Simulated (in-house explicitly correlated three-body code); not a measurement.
Results of a calculation; reference values are marked as such.
# Two electrons around a charge Z: errors of exchange and correlation functionals on the exact density

The exact non-relativistic ground state comes from a variational code in 260 exponentially correlated functions, the Kohn-Sham parts from inverting its density (past Z = 6 the correlation energy is taken as exact minus Hartree-Fock, equal to within microhartrees), and self-consistent runs (Hartree-Fock is restricted) from a B-spline radial code. Z may be fractional; the second electron is bound down to Z = 0.911.

Each entry is functional minus exact.

```tsv
Z	M06-L x (mEh)	M06-L c (mEh)	PBEsol x (mEh)	PBEsol c (mEh)	AM05 x (mEh)	AM05 c (mEh)
1.7	-10.46	+3.79	+44.79	-8.68	+86.81	-48.51
2.04	?	?	?	?	?	?
2.38	-14.71	+0.61	+72.77	-11.65	+134.6	-63.43
2.76	-17.23	-0.84	+88.10	-12.60	+161.0	-70.03
3.14	?	?	?	?	?	?
3.84	-24.58	-4.24	+131.3	-14.19	+235.8	-84.98
4.5	-29.16	-5.96	+157.6	-14.75	+281.4	-92.30
5.3	-34.74	-7.78	+189.4	-15.23	+336.6	-99.94
```

(1) What belongs in the row Z = 3.14?

(2) What belongs in the row Z = 2.04?

(3) How do the exchange errors scale with Z?

## Answers

(1) M06-L x (mEh): -19.79; M06-L c (mEh): -2.14; PBEsol x (mEh): +103.3; PBEsol c (mEh): -13.30; AM05 x (mEh): +187.4; AM05 c (mEh): -75.83.

(2) M06-L x (mEh): -12.53; M06-L c (mEh): +2.08; PBEsol x (mEh): +58.92; PBEsol c (mEh): -10.46; AM05 x (mEh): +110.8; AM05 c (mEh): -56.60.

(3) M06-L +1.25 % in the size of E_x at Z = 1.7 and +1.12 % at 5.3; PBEsol -5.36 % in the size of E_x at Z = 1.7 and -6.13 % at 5.3; AM05 -10.38 % in the size of E_x at Z = 1.7 and -10.89 % at 5.3. Exchange scales linearly under uniform scaling of the density, so its relative error changes only with the density's shape.
